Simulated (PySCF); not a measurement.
## Calculated data, Al$_{2}$H$_{3}$N$_{2}$

Calculation on a computer-drawn molecule: the log of a Hartree-Fock and frozen-core CCSD(T) single point meant for a local Hartree-Fock minimum, with one planted fault or none, to be diagnosed. Offsets are logged minus clean, where the clean run is the same molecule without the fault. The reference is restricted for singlets and unrestricted otherwise, and also for a bond in bohr or an excited solution. Adding or removing an electron swaps singlet and doublet. The excited solution moves the top pair (singlet) or top alpha electron (doublet) to the lowest empty orbital. Highest occupied and lowest empty are orbital energies over both spins, largest force is the largest gradient component, triples share is (T) over the correlation energy, the T1 limit is 0.02 restricted and 0.045 unrestricted, electrons count all cores, a negative frequency is imaginary (commonest isotopes), and the dipole is about the centre of nuclear charge. Program: PySCF 2.14.0.

Entry: Al$_{2}$H$_{3}$N$_{2}$

Logged structure:
```xyz
7
Al2H3N2
N      0.0548     0.9886    -0.2035
Al     0.3073     0.1072     0.9845
N      0.5726    -0.8661     2.3088
Al    -0.3664    -1.1433     3.6958
H     -0.1177     1.5416    -0.9346
H      1.3917    -1.3539     2.2895
H      0.1836    -2.1016     4.7099
```

* meant charge: 0
* meant multiplicity: 2
* meant basis: cc-pV(D+d)Z
* logged electrons: 43
* logged basis functions: 89
* logged SCF converged: yes
* logged spin squared: 0.7533
* logged highest occupied: -8.4678 eV
* logged lowest empty: 0.93604 eV
* logged largest force: 0.056298 hartree/bohr
* logged T1 diagnostic: 0.019005
* logged D1 diagnostic: 0.046096
* logged triples share: 0.029965
* logged CC converged: yes
* logged dipole magnitude: 3.2916 debye
* logged SCF stable within its kind: yes
* logged energy HF: -594.43803 hartree
* logged energy CCSD(T): -594.91161 hartree
* possible faults: no fault, one electron removed, one electron added, multiplicity raised by two, geometry at a saddle point, SCF held on an excited solution, minimal basis STO-3G, one bond length entered in bohr, all coordinates scaled
* planted fault: all coordinates scaled, by -5.7 %
* HF energy offset from clean run: 19.09 kcal/mol
* CCSD(T) energy offset from clean run: 26.83 kcal/mol

Drawn bonds:
```csv
atom,other atom,order
1,2,2
2,3,1
3,4,1
1,5,1
3,6,1
4,7,1
```
